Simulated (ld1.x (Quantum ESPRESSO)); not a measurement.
**magnesium, RRKJ: configuration errors across variants**

ld1.x (Quantum ESPRESSO) 7.5 input, shortened:

```
&input
   title='Mg', zed=12., rel=0, dft='PBE', iswitch=3,
   config='[Ne] 3s2 3p0'
 /
 &inputp
   pseudotype=2, tm=.false., lloc=-1, rcloc=2.70,
   nlcc=.false.
 /
2
3S  1  0   2.00   0.00  2.80  2.80  0.0
3P  2  1   0.00   0.00  3.45  3.45  0.0
 &test
   configts(1)='3s2 3p0'
 /
```

All-electron excitation energies from the reference (eV): (1) 3s1 3p0 7.949; (2) 3s1.5 3p0 3.140; (3) 3s1 3p1 3.476; (4) 3s0 3p1 12.293; (5) 3s0 3p2 7.149.

2 further variants failed, have other tests or too few solved ones, and are left out.

Errors AE − PS in meV (a dash: test not solved or not reliable):

```csv
change,(1),(2),(3),(4),(5),bound ghosts
base,+11,+0.8,+12,+113,+72,none
local potential the s channel,+8.7,+0.7,+8.8,+105,+65,none
wave 3p (bound): rc 3.45 bohr becomes 3p (bound): rc 4.66 bohr,+11,+0.8,+13,+114,+75,none
core correction a·sin(br)/r model core inside 1.94 bohr,+9.6,+1.1,+1.2,+40,+15,none
```

**Question.** Give the same row for: local potential all-electron potential smoothed inside 3.22 bohr (lloc = -1).

**Answer.** +10, +0.7, +12, +112, +71; bound ghosts: none.
